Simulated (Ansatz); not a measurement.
`[OH][GeH2][SiH3]` + CH₃OH → `C[O][GeH2][OH]` + SiH₄ at 298.15 K and 1 bar (cleavage of the Ge–Si bond).

Computed with Ansatz on PBE0-D4/def2-TZVP structures; ΔE is electronic, products minus reactants. CCSD(T)/CBS adds triple-zeta CCSD(T) − MP2 to the extrapolated MP2 energy (def2 sets, frozen cores). This one scheme is used for every species. For Ge outer-core shells are correlated without core-valence functions, which leaves a few kJ/mol of doubt a bond. Scalar relativity is left out up to krypton. Each species was taken in one conformer, which may not be the lowest.

| species | CCSD(T)/CBS energy (Eh) | H − E (kJ/mol) | S (J/(mol·K)) |
| --- | --- | --- | --- |
| `[OH][GeH2][SiH3]` | -2443.98216 | 161.4 | 335.8 |
| CH₃OH | -115.61712 | 146.3 | 238.2 |
| `C[O][GeH2][OH]` | -2268.14728 | 207.8 | 344.7 |
| SiH₄ | -291.46306 | 92.1 | 204.8 |

H − E and S are ideal-gas, rigid-rotor, harmonic terms from PBE0-D4/def2-TZVP, for one conformer and one mirror image of each species. 1 Eh = 2625.50 kJ/mol, R = 8.31446 J/(mol·K).

**Question.** By hand: ΔE, ΔH, ΔS and ΔG.

**Answer.** ΔE = (-2268.14728) + (-291.46306) − (-2443.98216) − (-115.61712) = -0.01106 Eh = -29.0 kJ/mol. Δ(H − E) = 207.8 + 92.1 − 161.4 − 146.3 = -7.8, so ΔH = -36.8 kJ/mol. ΔS = 344.7 + 204.8 − 335.8 − 238.2 = -24.5 J/(mol·K). ΔG = -36.8 − 298.15 × (-24.5)/1000 = -29.5 kJ/mol.

**Question.** By hand: the equilibrium constant, and the temperature at which ΔG would vanish if ΔH and ΔS stayed fixed.

**Answer.** log₁₀ K = −ΔG/(RT ln 10) = 5.2. ΔG = 0 at ΔH/ΔS = 1502 K.

ΔH outweighs TΔS. A doubt of 5 kJ/mol in ΔE shifts log₁₀ K by 0.9 here. Other conformers and mirror images would add mixing entropy, several J/(mol·K) or more a flexible species. Modes under 60 cm⁻¹, often nearly free rotors, make the harmonic entropy too high. These are equilibria of isolated gas molecules and say nothing of rates. Largest T1 diagnostic: 0.012 (customary marks: 0.02 for closed shells, 0.045 for open ones).
